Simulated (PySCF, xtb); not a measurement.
TeHBr, SMILES [TeH]Br.

Geometry optimised at B3LYP-D3(BJ)/def2-TZVP. The def2 effective core potentials stand for the cores of Te; spin–orbit coupling is left out.

Level of theory: IEF-PCM-M06-2X/def2-SVP (PySCF).

The values are the electrostatic part of the solvation free energy, E(continuum) − E(gas) at the gas-phase geometry, in a cavity of scaled van der Waals radii (PySCF's table); cavitation and dispersion terms are not included. In vacuum the orbital gap is 5.78 eV. The dipole moment in vacuum is 2.07 D.

Computed values in water (ε = 78.36), tetrahydrofuran (ε = 7.43), N,N-dimethylformamide (ε = 37.22):
| solvent | ε | ΔG(elec) (kcal/mol) | dipole (D) | gap (eV) |
|---|---|---|---|---|
| water | 78.36 | -3.3 | 2.97 | 5.93 |
| tetrahydrofuran | 7.43 | -2.7 | 2.79 | 5.90 |
| N,N-dimethylformamide | 37.22 | -3.2 | 2.95 | 5.93 |

For comparison, GFN2-xTB/ALPB(water) (xtb, at the GFN2-xTB geometry, all terms of that model) gives -1.6 kcal/mol.
